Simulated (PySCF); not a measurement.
Gas-phase reaction: GeO + 4 HOCl = GeH₄ + 5 O + 2 Cl₂

Energies from PySCF, thermal terms from the rigid-rotor harmonic-oscillator model, ideal gas at 1 bar. † marks an energy on the PBE0/def2-TZVP geometry and frequencies; other levels use their own. MP2 and CCSD(T) freeze the core. 6-31G* has spherical d functions here. Open shells (unrestricted): O (multiplicity 3); the rest are closed-shell singlets. Spin-orbit splitting is ignored; it lowers the true energy and changes the entropy of O. B3LYP is the form with VWN-RPA correlation. Ge: all electrons, no relativistic terms. MP2 isn't extrapolated to the basis-set limit. CCSD(T) isn't extrapolated to the basis-set limit. Warning, large T1 diagnostic: GeO (CCSD(T)/def2-TZVPP†).

B3LYP/def2-TZVP† gives ΔH°(298 K) = 1610 kJ.

### Question
What do MP2/def2-SVP†, CCSD(T)/def2-TZVPP†, B3LYP/6-31G* give?

### Answer
MP2/def2-SVP†: 1543 kJ; CCSD(T)/def2-TZVPP†: 1555 kJ; B3LYP/6-31G*: 1551 kJ. For scale, ΔH°(298 K) is 1610 kJ at this level, 1635 kJ at ωB97M-V/def2-TZVP†, and runs from 377 to 3520 kJ over the 20 levels computed.
